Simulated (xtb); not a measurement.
C7H8, triplet, at a GFN2-xTB geometry (a higher spin typed on purpose: for a closed-shell molecule this is an excited state); GFN2-xTB (xtb 6.7.1).

Input for xtb:
```
$ xtb mol.xyz --gfn 2 --uhf 2 --ohess --json

# file mol.xyz
15

C     -2.41329745    -0.07988166     0.18703580
C     -0.93769548    -0.08973789    -0.01115600
C     -0.16830396    -1.21044599     0.06749546
C      1.24228440    -1.12778057     0.06187205
C      1.88670494     0.14110991     0.07179033
C      1.15883073     1.27901925    -0.02123705
C     -0.24797862     1.15594959    -0.38486223
H     -2.68078738     0.60203239     0.99540568
H     -2.78452533    -1.07405650     0.42325820
H     -2.91196324     0.27871316    -0.71553583
H     -0.63272780    -2.16823916     0.26430746
H      1.82343269    -2.01346111     0.26355494
H      2.95202058     0.18246129     0.25284871
H      1.60722863     2.25620546     0.07300889
H     -0.49594530     1.52694861    -1.38247814
```

### Question
Write the output that xtb gives for this input, abridged.

### Answer

```
   ID    Z sym.   atoms
    1    6 C      1-7
    2    1 H      8-15

           -------------------------------------------------
          |                Calculation Setup                |
           -------------------------------------------------

           -------------------------------------------------
          |                 G F N 2 - x T B                 |
           -------------------------------------------------

          ...................................................
          :                      SETUP                      :
          :.................................................:
          :  # basis functions                  36          :
          :  # atomic orbitals                  36          :
          :  # shells                           22          :
          :  # electrons                        36          :
          :  max. iterations                   250          :
          :  Hamiltonian                  GFN2-xTB          :
          :  restarted?                      false          :
          :  GBSA solvation                  false          :
          :  PC potential                    false          :
          :  electronic temp.          300.0000000     K    :
          :  accuracy                    1.0000000          :
          :  -> integral cutoff          0.2500000E+02      :
          :  -> integral neglect         0.1000000E-07      :
          :  -> SCF convergence          0.1000000E-05 Eh   :
          :  -> wf. convergence          0.1000000E-03 e    :
          :  Broyden damping             0.4000000          :
          :  net charge                          0          :
          :  unpaired electrons                  2          :
          ...................................................

 iter      E             dE          RMSdq      gap      omega  full diag
   1    -19.2132170 -0.192132E+02  0.414E+00    1.62       0.0  T
   2    -19.2297962 -0.165793E-01  0.250E+00    1.44       1.0  T
   3    -19.2110268  0.187694E-01  0.136E+00    1.56       1.0  T
   4    -19.2316612 -0.206344E-01  0.413E-01    1.48       1.0  T
   5    -19.2333967 -0.173544E-02  0.751E-02    1.45       1.0  T
   6    -19.2334502 -0.534708E-04  0.377E-02    1.47       1.0  T
   7    -19.2334469  0.321086E-05  0.274E-02    1.47       1.0  T
   8    -19.2334547 -0.779999E-05  0.524E-03    1.47       4.9  T
   9    -19.2334551 -0.336619E-06  0.120E-03    1.47      21.6  T
[...]
         :: total energy             -18.896518341100 Eh    ::
 * total energy  :   -18.8965183 Eh     change       -0.3255707E-10 Eh
   *** GEOMETRY OPTIMIZATION CONVERGED AFTER 1 ITERATIONS ***
         :: total energy             -18.896518341134 Eh    ::
[...]
          :.................................................:

    mode    ω/cm⁻¹     T·S(HO)/kcal·mol⁻¹    T·S(FR)/kcal·mol⁻¹   T·S(vib)
   ------------------------------------------------------------------------
       1    121.40    -0.91768 ( 97.20%)    -0.79354 (  2.80%)    -0.91421
       2    132.82    -0.86607 ( 98.03%)    -0.76694 (  1.97%)    -0.86411
       3    231.70    -0.55626 ( 99.78%)    -0.60217 (  0.22%)    -0.55636
   ------------------------------------------------------------------------

   temp. (K)  partition function   enthalpy   heat capacity  entropy
                                   cal/mol     cal/K/mol   cal/K/mol   J/K/mol
 298.15  VIB   19.2                 2678.659     20.820     14.843
         ROT  0.177E+06              888.752      2.981     26.997
         INT  0.341E+07             3567.411     23.801     41.841
         TR   0.856E+27             1481.254      4.968     39.456
         TOT                        5048.6652    28.7691    81.2967   340.1453

       T/K    H(0)-H(T)+PV         H(T)/Eh          T*S/Eh         G(T)/Eh
   ------------------------------------------------------------------------
    298.15    0.804556E-02    0.127064E+00    0.386267E-01    0.884370E-01
   ------------------------------------------------------------------------

         :::::::::::::::::::::::::::::::::::::::::::::::::::::
         ::                  THERMODYNAMIC                  ::
         :::::::::::::::::::::::::::::::::::::::::::::::::::::
         :: total free energy         -18.808081360205 Eh   ::
         ::.................................................::
         :: total energy              -18.896518341134 Eh   ::
         :: zero point energy           0.119018091753 Eh   ::
         :: G(RRHO) w/o ZPVE           -0.030581110824 Eh   ::
         :: G(RRHO) contrib.            0.088436980929 Eh   ::
         :::::::::::::::::::::::::::::::::::::::::::::::::::::

optimized geometry written to: xtbopt.xyz

           -------------------------------------------------
          | TOTAL ENERGY              -18.896518341134 Eh   |
          | TOTAL ENTHALPY            -18.769454689287 Eh   |
          | TOTAL FREE ENERGY         -18.808081360205 Eh   |
          | GRADIENT NORM               0.000070795871 Eh/α |
          | HOMO-LUMO GAP               1.465947926253 eV   |
           -------------------------------------------------

normal termination of xtb
```
